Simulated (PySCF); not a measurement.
PySCF input for CH₂FNO₂Si, SMILES N#CO[Si@@H](O)F, TDDFT-PBE/def2-SVPD. Geometry optimised at B3LYP-D3(BJ)/def2-SVP. The structure was generated by enumeration; whether it is a known compound was not checked. Other conformers were not sampled.

```python
import numpy as np
from pyscf import gto, scf, dft, tdscf

mol = gto.M(
    atom='''
    N     2.64476880    1.29048506    0.34557157
    C     1.62282912    0.77214701    0.54067306
    O     0.49713756    0.20413387    0.79613503
    Si   -0.53376084   -0.62171483   -0.27673251
    O    -1.85148114   -1.04566096    0.57526458
    F    -0.85498312    0.44048599   -1.44291859
    H     0.12502486   -1.80795763   -0.82345662
    H    -2.37313256   -0.38646945    1.04974291
    ''',
    basis='def2-SVPD',
    charge=0,
    spin=0,
    max_memory=1600,
    verbose=4,
)
mf = dft.RKS(mol, xc='pbe').density_fit(auxbasis='def2-universal-jkfit')
mf.grids.level = 3
mf.conv_tol = 1e-9
mf.max_cycle = 100
mf.kernel()
mf.grids = dft.Grids(mol).set(level=1).build(with_non0tab=True)  # coarser grid for the response kernel
td = tdscf.TDDFT(mf)
td.singlet = True
td.nstates = 10
td.conv_tol = 1e-4
td.positive_eig_threshold = 1e-6
td.kernel(x0=td.get_init_guess(mf, 15))
td.analyze()
tt = tdscf.TDA(mf)
tt.singlet = False
tt.nstates = 4
tt.conv_tol = 1e-4
tt.positive_eig_threshold = 1e-6
tt.kernel(x0=tt.get_init_guess(mf, 9))
tt.analyze(verbose=3)
```

Log of the run:

```
PySCF version 2.14.0

[INPUT] verbose = 4
[INPUT] num. atoms = 8
[INPUT] num. electrons = 54
[INPUT] charge = 0
[INPUT] spin (= nelec alpha-beta = 2S) = 0
[INPUT] symmetry False subgroup None
[INPUT] Mole.unit = angstrom
[INPUT] Symbol           X                Y                Z      unit          X                Y                Z       unit  Magmom
[INPUT]  1 N      2.644768800000   1.290485060000   0.345571570000 AA    4.997888694795   2.438663331243   0.653035623736 Bohr   0.0
[INPUT]  2 C      1.622829120000   0.772147010000   0.540673060000 AA    3.066702583769   1.459146376802   1.021724006331 Bohr   0.0
[INPUT]  3 O      0.497137560000   0.204133870000   0.796135030000 AA    0.939453834635   0.385757107048   1.504477164872 Bohr   0.0
[INPUT]  4 Si    -0.533760840000  -0.621714830000  -0.276732510000 AA   -1.008661803618  -1.174870756281  -0.522948653663 Bohr   0.0
[INPUT]  5 O     -1.851481140000  -1.045660960000   0.575264580000 AA   -3.498792279398  -1.976012833550   1.087092505363 Bohr   0.0
[INPUT]  6 F     -0.854983120000   0.440485990000  -1.442918590000 AA   -1.615683937926   0.832397882808  -2.726720955144 Bohr   0.0
[INPUT]  7 H      0.125024860000  -1.807957630000  -0.823456620000 AA    0.236262744162  -3.416544765518  -1.556107487260 Bohr   0.0
[INPUT]  8 H     -2.373132560000  -0.386469450000   1.049742910000 AA   -4.484570595688  -0.730321416011   1.983726601104 Bohr   0.0

nuclear repulsion = 289.190659984119
number of shells = 61
number of NR pGTOs = 221
number of NR cGTOs = 149
basis = def2-SVPD
ecp = {}


[settings echo left out]
init E= -633.821412149782
  HOMO = -0.345189858345138  LUMO = -0.0518267631156379  gap/eV = 7.98282
cycle= 1 E= -632.90005112188  delta_E= 0.921  |g|= 1.09  |ddm|= 4.26
  HOMO = -0.193938729746824  LUMO = -0.0342118253380348  gap/eV = 4.34639
cycle= 2 E= -631.89974407692  delta_E=    1  |g|= 2.44  |ddm|= 3.49
  HOMO = -0.266954135636039  LUMO = -0.0493781580593469  gap/eV = 5.92054
cycle= 3 E= -633.059041651651  delta_E= -1.16  |g|= 0.56  |ddm|= 2.72
  HOMO = -0.273290335953623  LUMO = -0.052706385047673  gap/eV = 6.00240
cycle= 4 E= -633.120370528449  delta_E= -0.0613  |g|= 0.161  |ddm|= 0.535
  HOMO = -0.28632172876624  LUMO = -0.0457929938412374  gap/eV = 6.54512
cycle= 5 E= -633.124917761284  delta_E= -0.00455  |g|= 0.0748  |ddm|= 0.229
  HOMO = -0.280842389746772  LUMO = -0.0473356063226378  gap/eV = 6.35404
cycle= 6 E= -633.126012182725  delta_E= -0.00109  |g|= 0.0182  |ddm|= 0.0771
  HOMO = -0.27924274333796  LUMO = -0.047572185513602  gap/eV = 6.30408
cycle= 7 E= -633.126078327849  delta_E= -6.61e-05  |g|= 0.00426  |ddm|= 0.0231
  HOMO = -0.279636863896186  LUMO = -0.0476644162891544  gap/eV = 6.31229
cycle= 8 E= -633.126082353559  delta_E= -4.03e-06  |g|= 0.000828  |ddm|= 0.0056
  HOMO = -0.279575994524197  LUMO = -0.0476872754510862  gap/eV = 6.31001
cycle= 9 E= -633.126082486265  delta_E= -1.33e-07  |g|= 0.000368  |ddm|= 0.00129
  HOMO = -0.279579496907734  LUMO = -0.0476895287268282  gap/eV = 6.31005
cycle= 10 E= -633.126082507727  delta_E= -2.15e-08  |g|= 0.000138  |ddm|= 0.000406
  HOMO = -0.279584291927481  LUMO = -0.0476875315611971  gap/eV = 6.31023
cycle= 11 E= -633.126082510487  delta_E= -2.76e-09  |g|= 6.64e-05  |ddm|= 0.000218
  HOMO = -0.279583254256046  LUMO = -0.0476884921059741  gap/eV = 6.31018
cycle= 12 E= -633.126082511405  delta_E= -9.19e-10  |g|= 3.74e-06  |ddm|= 8.64e-05
  HOMO = -0.279582817078425  LUMO = -0.0476881623796501  gap/eV = 6.31017
Extra cycle  E= -633.126082511397  delta_E= 8.87e-12  |g|= 7.97e-06  |ddm|= 1.27e-05
converged SCF energy = -633.126082511397
tot grids = 37320
Overwritten attributes  positive_eig_threshold  of <class 'pyscf.tdscf.rks.CasidaTDDFT'>


******** <class 'pyscf.tdscf.rks.CasidaTDDFT'> for <class 'pyscf.df.df_jk.DFRKS'> ********
nstates = 10 singlet
deg_eia_thresh = 1.000e-03
wfnsym = None
conv_tol = 0.0001
eigh lindep = 1e-12
eigh level_shift = 0
eigh max_cycle = 100


Excitation energies (eV)
[6.34000691 6.56706395 6.82558577 7.06368273 7.13589435 7.30498785
 7.33960265 7.71868911 7.79193443 8.07789413]

** Singlet excitation energies and oscillator strengths **
Excited State   1:      6.34001 eV    195.56 nm  f=0.0032
      27 -> 28       -0.70397
Excited State   2:      6.56706 eV    188.80 nm  f=0.0017
      26 -> 28       -0.70459
Excited State   3:      6.82559 eV    181.65 nm  f=0.0044
      27 -> 29       -0.70205
Excited State   4:      7.06368 eV    175.52 nm  f=0.0040
      26 -> 29        0.64479
      27 -> 30        0.27787
Excited State   5:      7.13589 eV    173.75 nm  f=0.0241
      26 -> 29       -0.27939
      27 -> 30        0.63202
Excited State   6:      7.30499 eV    169.73 nm  f=0.0027
      25 -> 28        0.12236
      26 -> 30        0.68531
Excited State   7:      7.33960 eV    168.92 nm  f=0.0068
      25 -> 28        0.69355
      26 -> 30       -0.11153
Excited State   8:      7.71869 eV    160.63 nm  f=0.0029
      27 -> 31        0.69309
Excited State   9:      7.79193 eV    159.12 nm  f=0.0130
      25 -> 29        0.70176
Excited State  10:      8.07789 eV    153.49 nm  f=0.0133
      26 -> 31       -0.55784
      26 -> 32       -0.14804
      26 -> 33       -0.11870
      27 -> 32        0.36884

** Transition electric dipole moments (AU) **
state          X           Y           Z        Dip. S.      Osc.
  1         0.1339      0.0409     -0.0294      0.0205      0.0032
  2         0.0984     -0.0126     -0.0272      0.0106      0.0017
  3        -0.1341      0.0771     -0.0495      0.0264      0.0044
  4         0.0070     -0.0484     -0.1450      0.0234      0.0040
  5        -0.3179     -0.1890     -0.0354      0.1380      0.0241
  6        -0.0302     -0.0093     -0.1182      0.0150      0.0027
  7         0.1681      0.0946      0.0262      0.0379      0.0068
  8         0.0394     -0.1069     -0.0469      0.0152      0.0029
  9         0.2334      0.1133     -0.0281      0.0681      0.0130
 10         0.1215      0.2064      0.1001      0.0674      0.0133

** Transition velocity dipole moments (imaginary part, AU) **
state          X           Y           Z        Dip. S.      Osc.
  1         0.0324      0.0090     -0.0066      0.0012      0.0033
  2         0.0225     -0.0026     -0.0062      0.0006      0.0015
  3        -0.0358      0.0252     -0.0123      0.0021      0.0055
  4         0.0032     -0.0119     -0.0379      0.0016      0.0041
  5        -0.0830     -0.0481     -0.0092      0.0093      0.0236
  6        -0.0076     -0.0048     -0.0318      0.0011      0.0027
  7         0.0474      0.0281      0.0051      0.0031      0.0076
  8         0.0138     -0.0327     -0.0119      0.0014      0.0033
  9         0.0710      0.0360     -0.0070      0.0064      0.0149
 10         0.0356      0.0631      0.0333      0.0064      0.0143

** Transition magnetic dipole moments (imaginary part, AU) **
state          X           Y           Z
  1        -0.0174     -0.0525     -0.1315
  2        -0.0501      0.1410     -0.0908
  3         0.0737     -0.1486     -0.4758
  4         0.2026     -0.4467      0.1189
  5        -0.3786      0.3428      0.0112
  6        -0.1917     -0.2074      0.0721
  7         0.1315     -0.1591     -0.0177
  8         0.0716      0.0251      0.0976
  9         0.0695     -0.1010     -0.0573
 10         0.0411      0.0478     -0.0982
Overwritten attributes  positive_eig_threshold  of <class 'pyscf.tdscf.rks.TDA'>


******** <class 'pyscf.tdscf.rks.TDA'> for <class 'pyscf.df.df_jk.DFRKS'> ********
nstates = 4 triplet
deg_eia_thresh = 1.000e-03
wfnsym = None
conv_tol = 0.0001
eigh lindep = 1e-12
eigh level_shift = 0
eigh max_cycle = 100


Excitation energies (eV)
[6.25347494 6.48146445 6.57974055 6.61500799]

** Triplet excitation energies and oscillator strengths **
Excited State   1:      6.25347 eV    198.26 nm  f=0.0000
Excited State   2:      6.48146 eV    191.29 nm  f=0.0000
Excited State   3:      6.57974 eV    188.43 nm  f=0.0000
Excited State   4:      6.61501 eV    187.43 nm  f=0.0000
```

Self-consistency was reached.

Cost: roughly 70 core-seconds.
